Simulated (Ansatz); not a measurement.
Calculated with Ansatz (gas phase, PBE0-D4/def2-TZVP geometries, no zero-point term in ΔE). CCSD(T)/CBS is the MP2 limit (def2-TZVPP, def2-QZVPP) plus CCSD(T) − MP2 in def2-TZVPP, frozen cores. This one scheme is used for every species. One conformer a species, not always the lowest.

`FC[C@@H](F)[C@@H](F)OC(F)F` + HCl → `FCC(F)Cl` + `FCOC(F)F`  (substitution at a C–C bond)

`FC[C@@H](F)[C@@H](F)OC(F)F`:

```xyz
15

F    -2.314   -1.201    1.919
C    -1.279   -0.370    1.557
C    -1.325   -0.134    0.070
F    -2.386    0.683   -0.249
C    -0.066    0.526   -0.457
F     0.221    1.653    0.275
O     0.971   -0.384   -0.327
C     2.121   -0.064   -1.003
F     3.045   -0.940   -0.617
F     1.933   -0.209   -2.333
H    -1.386    0.575    2.093
H    -0.334   -0.847    1.829
H    -1.459   -1.087   -0.453
H    -0.205    0.845   -1.494
H     2.464    0.957   -0.810
```

HCl:

Cartesian coordinates in Å:
```
Cl -0.487 0.229 -0.346
H 0.487 -0.229 0.346
```

`FCC(F)Cl`:

```xyz
8

F    -0.185   -1.781   -0.313
C     0.160   -0.659    0.400
C    -0.206    0.563   -0.401
F     0.546    0.630   -1.527
Cl    0.091    2.000    0.596
H    -0.385   -0.657    1.347
H     1.237   -0.668    0.586
H    -1.259    0.572   -0.688
```

`FCOC(F)F`:

```xyz
9

F     1.298   -1.202    0.758
C     1.031   -0.464   -0.367
O    -0.335   -0.402   -0.589
C    -1.030    0.402    0.272
F    -2.323    0.213    0.015
F    -0.744    1.703    0.033
H     1.461   -0.973   -1.228
H     1.464    0.530   -0.220
H    -0.822    0.194    1.326
```

```tsv
level	ΔE (eV)
CCSD/def2-TZVPP	0.39
HF/def2-QZVPP	0.31
```

Q: What does CCSD(T)/CBS give? (Best estimate.)

A: The calculation gave: +0.35 eV. The listed levels differ from it by 0.04, -0.04 eV.

Q: What do rigid-rotor, harmonic-oscillator terms from PBE0-D4/def2-TZVP frequencies (298.15 K, 1 bar) make of the CCSD(T)/CBS value? (Best estimate.)

A: The calculation gave: ΔZPE = +0.11 eV, ΔH = +0.42 eV, ΔS = 28 J/(mol·K), ΔG = +0.34 eV. Modes under 50 cm⁻¹ make the entropy rough.

Largest T1 diagnostic among the species: 0.012.

From r2SCAN to r2SCAN0 (25 % exact exchange), in def2-TZVPP and without D4, ΔE moves by +0.03 eV. The D4 term adds +0.05 eV with B3LYP and +0.04 eV with PBE0; it sums over pairs of atoms, weighted by their polarisabilities, and B3LYP, whose exchange is more repulsive, gets the larger term. Leaving LDA and LC-ωPBE aside and taking each functional with its dispersion term where it has one, the values, not all of them listed here, spread over 0.12 eV, from BLYP-D4 to ωB97M-V. LDA lies +0.14 eV from PBE without D4.

B3LYP here is the variant with VWN-RPA as its local correlation; programs differ in this.
